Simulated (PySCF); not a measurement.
Breaking a bond: AgCl, singlet. Each curve is given relative to its own lowest point near equilibrium.

```tsv
R / Å	A	B	C
1.85	89.1	113.6	113.6
1.94	49.3	67.4	67.4
2.05	20.1	31.6	31.6
2.17	4.6	10.3	10.3
2.22	1.6	5.3	5.3
2.29	0.0	1.2	1.2
2.33	0.2	0.0	0.0
2.45	4.1	0.5	0.5
2.54	9.3	3.7	3.7
2.67	19.0	10.9	10.9
2.83	32.6	22.0	22.0
3.09	54.9	41.6	41.6
3.47	83.3	68.3	66.6
3.78	98.1	87.0	73.0
4.14	108.4	105.2	75.9
4.56	114.8	122.5	77.2
5.07	117.9	139.2	77.6
5.56	118.6	151.8	77.8
6.16	118.9	163.1	78.0
6.81	119.1	171.7	78.1
7.99	119.1	181.8	78.1
9.20	119.2	188.5	78.1
```

Energies in mEh.

Match the curves with the methods RHF/def2-SVP, def2 effective core potentials past Kr in PySCF; UHF/def2-SVP, def2 effective core potentials past Kr (PySCF); unrestricted wB97X-V/def2-SVP, def2 effective core potentials past Kr (PySCF).

A is UKS-wB97X-V; B is RHF; C is UHF.

The restricted form behind RHF keeps the bonding electrons paired and can't separate into open-shell fragments. The unrestricted determinant behind UHF, UKS-wB97X-V is spin-contaminated at 3.47 to 9.20 Å (<S²> up to 1.0, against 0.00 for a pure singlet).
